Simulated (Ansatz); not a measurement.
`C=CCCCCCCCCCC`, relaxed as a singlet with RKS r2SCAN-D4/def2-SVP in Ansatz, starting from the GFN2-xTB geometry. Force threshold 0.03 eV/Å.

Start:

```csv
atom,x (Å),y (Å),z (Å)
C1,3.202,-0.305,5.345
C2,2.464,-1.247,4.788
C3,1.910,-1.181,3.401
C4,0.378,-1.194,3.419
C5,-0.244,-1.249,2.023
C6,0.011,0.004,1.187
C7,-0.727,-0.049,-0.150
C8,-0.464,1.198,-0.993
C9,-1.274,1.248,-2.291
C10,-0.867,0.175,-3.298
C11,-1.669,0.232,-4.599
C12,-1.403,1.487,-5.424
H13,3.583,-0.391,6.349
H14,3.465,0.595,4.812
H15,2.210,-2.141,5.345
H16,2.271,-0.279,2.906
H17,2.263,-2.049,2.835
H18,0.023,-0.304,3.944
H19,0.042,-2.066,3.985
H20,0.141,-2.122,1.492
H21,-1.324,-1.379,2.131
H22,1.080,0.111,0.993
H23,-0.315,0.883,1.748
H24,-0.406,-0.937,-0.695
H25,-1.801,-0.141,0.032
H26,0.600,1.252,-1.232
H27,-0.711,2.080,-0.397
H28,-1.133,2.233,-2.740
H29,-2.336,1.139,-2.058
H30,0.196,0.282,-3.528
H31,-1.013,-0.810,-2.852
H32,-1.410,-0.643,-5.200
H33,-2.735,0.170,-4.370
H34,-1.912,1.422,-6.383
H35,-1.760,2.377,-4.913
H36,-0.337,1.600,-5.609
```

```json
{"step": "1", "energy (eV)": "-12818.5321", "largest force component (eV/Å)": "0.793", "SCF passes": "20"}
{"step": "2", "energy (eV)": "-12818.6443", "largest force component (eV/Å)": "0.291", "SCF passes": "21"}
{"step": "3", "energy (eV)": "-12818.6520", "largest force component (eV/Å)": "0.207", "SCF passes": "20"}
{"step": "4 (rejected)", "energy (eV)": "-12818.5901", "largest force component (eV/Å)": "0.752", "SCF passes": "19"}
{"step": "5 (rejected)", "energy (eV)": "-12818.6452", "largest force component (eV/Å)": "0.187", "SCF passes": "20"}
{"step": "6", "energy (eV)": "-12818.6576", "largest force component (eV/Å)": "0.066", "SCF passes": "20"}
{"step": "7", "energy (eV)": "-12818.6582", "largest force component (eV/Å)": "0.012", "SCF passes": "21"}
```

Force components are those of the run's own axes.

End:

Cartesian coordinates in Å:
```
C 3.2479 -0.3086 5.3902
C 2.4968 -1.2485 4.8056
C 1.9132 -1.1648 3.4284
C 0.3784 -1.2092 3.4359
C -0.2578 -1.2535 2.0462
C -0.0077 -0.0114 1.1931
C -0.7322 -0.0426 -0.1502
C -0.4764 1.2017 -0.9991
C -1.2591 1.2583 -2.3129
C -0.8868 0.1695 -3.3191
C -1.6657 0.2323 -4.6358
C -1.4166 1.4929 -5.4592
H 3.6319 -0.4329 6.4074
H 3.5093 0.6188 4.8668
H 2.2557 -2.1608 5.3715
H 2.2719 -0.2460 2.9336
H 2.2829 -2.0148 2.8210
H -0.0012 -0.3321 3.9921
H 0.0529 -2.0945 4.0122
H 0.1063 -2.1480 1.5047
H -1.3485 -1.3938 2.1588
H 1.0758 0.1107 1.0099
H -0.3197 0.8880 1.7586
H -0.4231 -0.9496 -0.7014
H -1.8211 -0.1501 0.0205
H 0.6066 1.2781 -1.2159
H -0.7240 2.0956 -0.3974
H -1.0995 2.2501 -2.7711
H -2.3434 1.1964 -2.0957
H 0.1983 0.2319 -3.5335
H -1.0473 -0.8235 -2.8636
H -1.4042 -0.6528 -5.2426
H -2.7469 0.1390 -4.4208
H -1.9365 1.4468 -6.4291
H -1.7696 2.4005 -4.9443
H -0.3408 1.6268 -5.6647
```

By distances, no bond broke or formed. The bond that changes most is C1–H14, from 1.08 to 1.10 Å (atoms count from 1).

No frequencies were taken in this run, so the end may be a saddle point.

Hardware: 4 threads of Intel Xeon on a shared host. Wall time 85 s.
